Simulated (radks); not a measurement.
Spherical quantum dot in the effective-mass picture: electrons in a hard-walled sphere of radius 2.43, all in effective atomic units (hartree* = m*/eps^2 hartree, bohr* = eps/m* bohr), one dielectric constant everywhere. Calculated with a radial shooting solver with Libxc functionals: non-relativistic Kohn-Sham, PBEsol, spin-polarised, spherical densities. Levels are named by radial order and angular momentum (1s, 1p, 1d, 2s, ...), and open shells are averaged over m. Results are scaled to m* = 0.028 and eps = 8, for which hartree* = 11.9 meV and bohr* = 15.12 nm.

N = 6, configuration 1s2 1p(up 3, down 1). This is the lowest configuration that the search found. Occupied and some empty levels:

level    occupation  eigenvalue (meV)  <r> (nm)
1s up             1            48.157     20.59
1s down           1            49.246     20.48
1p up             3            56.335     22.99
1p down           1            57.521     22.97
1d up             0            68.007     24.57
1d down           0            69.218     24.57
2s up             0            78.804     17.59
2s down           0            79.520     17.58
1f up             0            82.709     25.73
1f down           0            83.923     25.74

Energy (meV): total 202.650, kinetic 104.90, external 0, Hartree 131.52, exchange-correlation -33.764.
